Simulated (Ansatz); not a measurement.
Cost and result up the ladder for Ge(vinyl)H3 (C₂H₆Ge) (9 atoms). The state is a singlet with charge 0. Geometry: PBE0-D4/def2-TZVP.

```
atom   x (Å)   y (Å)   z (Å)
 Ge1  -0.244   1.218   0.459
  C2  -0.429  -0.554  -0.305
  C3   0.593  -1.385  -0.464
  H4  -1.421  -0.876  -0.618
  H5   1.605  -1.116  -0.173
  H6   0.466  -2.376  -0.892
  H7   1.236   1.442   0.813
  H8  -1.105   1.358   1.726
  H9  -0.701   2.289  -0.547
```

Ansatz on 4 threads of Intel Xeon on a shared host. Times are rough, and most runs start from the orbitals of an earlier one. ωB97X-V/def2-TZVP serves as the yardstick here, not as an exact answer. Differences are given only for rows in sets of like size (and for xTB, whose basis is part of the method), since another set adds its own error. Binding counts from free atoms at the same level (Ge triplet, C triplet, H doublet; other spins of the atoms weren't run), without zero-point energy or a counterpoise term.

The 6-31G sets use Cartesian d functions. B3LYP takes the VWN-RPA correlation. Correlated methods freeze 11 core orbitals; core or outer-core shells of Ge are correlated, in sets that lack core-valence functions.

Correlated methods converge slowly with the basis.

| level | functions | wall time |
| --- | --- | --- |
| HF/6-31G | 59 | 0.7 s |
| PBE-D4/def2-SVP | 90 | 1.1 s |
| B3LYP-D4/6-31G | 59 | 1.2 s |
| PBE0-D4/def2-SVP | 90 | 1.5 s |
| BLYP-D4/def2-TZVP | 146 | 1.6 s |
| PBE-D4/def2-TZVP (with forces) | 146 | 1.9 s |
| MP2/def2-TZVP | 146 | 2.3 s |
| PBE0-D4/def2-TZVP | 146 | 2.3 s |
| PBE-D4/def2-TZVPD | 182 | 2.4 s |
| r2SCAN-D4/def2-TZVP | 146 | 2.5 s |
| r2SCANh-D4/def2-TZVP | 146 | 3 s |
| r2SCAN-D4/def2-TZVPD | 182 | 3.8 s |
| ωB97X-V/def2-TZVP | 146 | 6 s |
| CCSD(T)/def2-TZVPP | 194 | 47 s |

Estimate what each level gives for the binding energy per atom (eV).


```csv
level,binding energy per atom (eV),difference from ωB97X-V/def2-TZVP (eV)
HF/6-31G,2.55,–
PBE-D4/def2-SVP,3.62,–
B3LYP-D4/6-31G,3.52,–
PBE0-D4/def2-SVP,3.59,–
BLYP-D4/def2-TZVP,3.55,-0.03
PBE-D4/def2-TZVP (with forces),3.60,0.02
MP2/def2-TZVP,3.46,-0.12
PBE0-D4/def2-TZVP,3.57,-0.01
PBE-D4/def2-TZVPD,3.60,0.02
r2SCAN-D4/def2-TZVP,3.58,0.00
r2SCANh-D4/def2-TZVP,3.56,-0.02
r2SCAN-D4/def2-TZVPD,3.58,0.00
ωB97X-V/def2-TZVP,3.58,0.00
CCSD(T)/def2-TZVPP,3.52,-0.06
```
